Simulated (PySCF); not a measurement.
neopentasilane (H12Si5), singlet, at a GFN2-xTB geometry. Base run: PBE/6-31G (PySCF).

The PySCF input:
```python
from pyscf import gto, scf, dft

mol = gto.Mole()
mol.atom = '''
    Si   -0.39987379   -0.88118962   -2.13497317
    Si    0.00008728    0.00003811   -0.00007686
    Si   -0.01936908    2.34160751   -0.10489889
    Si   -1.67154749   -0.72989766    1.47203667
    Si    2.09073072   -0.73054627    0.76788792
    H    -1.68998104   -0.45654750   -2.68313463
    H    -0.41130091   -2.34577006   -2.14253522
    H     0.61550825   -0.47256910   -3.10822246
    H     0.23433488    2.96233684    1.19721786
    H    -1.30379917    2.87015447   -0.56972258
    H     0.99732510    2.86932833   -1.01760325
    H    -3.00679306   -0.28341603    1.06836245
    H    -1.73661000   -2.19012134    1.56527369
    H    -1.46866158   -0.23902180    2.83697536
    H     2.17817573   -2.19028969    0.84962613
    H     3.18787523   -0.30048259   -0.10188489
    H     2.40353971   -0.22377048    2.10598823
'''
mol.basis = '6-31g'
mol.verbose = 4
mol.build()

mf = dft.RKS(mol)
mf.xc = 'pbe'
mf.kernel()
```

Each row names what was changed in the base input (with any setting that the change needs).

```json
[
 {"change": "base", "ΔE vs base (mEh)": "0.000", "SCF cycles": "8", "outcome": "converged"},
 {"change": "diis_space = 4", "ΔE vs base (mEh)": "0.000", "SCF cycles": "8", "outcome": "converged"},
 {"change": "init_guess = 1e", "ΔE vs base (mEh)": "0.000", "SCF cycles": "11", "outcome": "converged"},
 {"change": "DIIS = EDIIS", "ΔE vs base (mEh)": "-", "SCF cycles": "50", "outcome": "not converged"},
 {"change": "conv_tol_grad = 1e-3", "ΔE vs base (mEh)": "0.000", "SCF cycles": "8", "outcome": "converged"},
 {"change": "level_shift = 0.1 (with mf.max_cycle = 100)", "ΔE vs base (mEh)": "0.000", "SCF cycles": "8", "outcome": "converged"},
 {"change": "conv_tol = 1e-6", "ΔE vs base (mEh)": "0.000", "SCF cycles": "6", "outcome": "converged"},
 {"change": "level_shift = 0.5 (with mf.max_cycle = 100)", "ΔE vs base (mEh)": "0.000", "SCF cycles": "16", "outcome": "converged"},
 {"change": "conv_tol = 1e-11", "ΔE vs base (mEh)": "0.000", "SCF cycles": "9", "outcome": "converged"},
 {"change": "init_guess = huckel", "ΔE vs base (mEh)": "0.000", "SCF cycles": "9", "outcome": "converged"},
 {"change": "damp = 0.5; diis_start_cycle = 5", "ΔE vs base (mEh)": "0.000", "SCF cycles": "9", "outcome": "converged"},
 {"change": "conv_tol = 1e-7", "ΔE vs base (mEh)": "0.000", "SCF cycles": "7", "outcome": "converged"},
 {"change": "diis_space = 20", "ΔE vs base (mEh)": "0.000", "SCF cycles": "8", "outcome": "converged"}
]
```
